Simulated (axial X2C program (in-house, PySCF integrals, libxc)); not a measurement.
**Spin–orbit effects along a row: molecules with Te (ions), PBE0**

All values come from calculations with an in-house all-electron X2C program for linear molecules (integrals from PySCF), spin-free (one-electron X2C) or two-component (2c: spin–orbit coupling with atomic mean-field Coulomb and Gaunt terms, which also bring small scalar terms), in Dyall basis sets with cores contracted in-house; open shells are unrestricted.

Basis sets: Rb dyall-cv3z, Sb dyall-cv3z, Sn dyall-cv3z, Sr dyall-cv3z, Tc dyall-cv3z, Te dyall-cv3z.

| molecule | spin-free state | Re (Å) | ωe (cm⁻¹) | De (eV) | 2c state | Re 2c (Å) | ωe 2c (cm⁻¹) | De 2c (eV) |
| --- | --- | --- | --- | --- | --- | --- | --- | --- |
| RbTe⁺ | M_S = 1, Λ = 0 | 3.773 | 65.3 | 0.39 | Ω = 1 | 3.788 | 61.6 | 0.25 |
| SrTe⁺ | M_S = 1/2, Λ = 1 | 2.939 | 193.0 | 2.23 | Ω = 3/2 | 2.944 | 190.6 | 2.18 |
| TcTe⁺ | M_S = 2, Λ = 1 | 2.482 | 238.5 | 2.57 | Ω = 1 | 2.490 | 236.9 | 2.57 |
| SnTe⁺ | M_S = 1/2, Λ = 1 | 2.681 | 215.1 | 2.89 | Ω = 3/2 | 2.686 | 211.9 | n/a |
| SbTe⁺ | M_S = 0, Λ = 0 | 2.448 | 307.2 | 4.11 | Ω = 0 | 2.454 | 302.0 | 4.02 |

Q: Work out the shifts from the spin-free to the two-component result.

A: 

| molecule | 2c state | ΔRe (Å) | Δωe (cm⁻¹) | ΔDe (eV) |
| --- | --- | --- | --- | --- |
| RbTe⁺ | Ω = 1 | 0.015 | -3.7 | -0.14 |
| SrTe⁺ | Ω = 3/2 | 0.005 | -2.4 | -0.05 |
| TcTe⁺ | Ω = 1 | 0.008 | -1.6 | 0.00 |
| SnTe⁺ | Ω = 3/2 | 0.005 | -3.2 | n/a |
| SbTe⁺ | Ω = 0 | 0.006 | -5.2 | -0.09 |

Shifts of one unit in the last digit are rounding.

Fragments in 2c: Te + Rb+, Te + Sr+, Te + Tc+, Te + Sn+, Te+ + Sb. Each entry is the lowest single determinant of a limited PBE0 search at one distance. De goes to single-determinant-based atoms at the same level (for ions the charge split of lowest energy) and is withheld (n/a) where an atom does not fit its ground term or J level. Main or longest-lived isotopes. One determinant is a doubtful description, or other states lie close, for RbTe⁺, TcTe⁺; these need not be ground states, and all values refer to the states named. Some open-shell Ω = 0 determinants are out of reach, so the Ω given for RbTe⁺, TcTe⁺ need not be the lowest component. With several unpaired electrons the Ω given is that of one determinant, not necessarily of the lowest component. The functionals have no current term, which raises determinants with orbital currents.
